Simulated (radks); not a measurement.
Coulomb parameter of the 3d shell of the zinc ion Zn3+ in the model configuration [Ar] 3d8 4p1, as a second difference U = [E(n + 0.5) + E(n - 0.5) - 2 E(n)] / (0.5)^2 with all orbitals relaxed. "Bare": the charge of the atom changes with n. "Screened": the 4p shell takes up the change at fixed total charge, which measures U(3d,3d) + U(4p,4p) - 2 U(3d,4p). All-electron calculation, scalar-relativistic Kohn-Sham, PBE, spin-unpolarised, spherical densities, point nucleus. Program: a radial shooting solver on a logarithmic mesh with Libxc functionals.

| case | configuration | E - E(n) (eV) |
|---|---|---|
| start | [Ar] 3d8 4p1 | 0.000 |
| bare +0.5 | [Ar] 3d8.5 4p1 | -27.513 |
| bare -0.5 | [Ar] 3d7.5 4p1 | 33.108 |
| screened +0.5 | [Ar] 3d8.5 4p0.5 | -14.535 |
| screened -0.5 | [Ar] 3d7.5 4p1.5 | 16.343 |

U(bare) = 22.380 eV, U(screened by 4p) = 7.235 eV, against the Slater integral F0(3d,3d) = 32.145 eV with frozen orbitals.
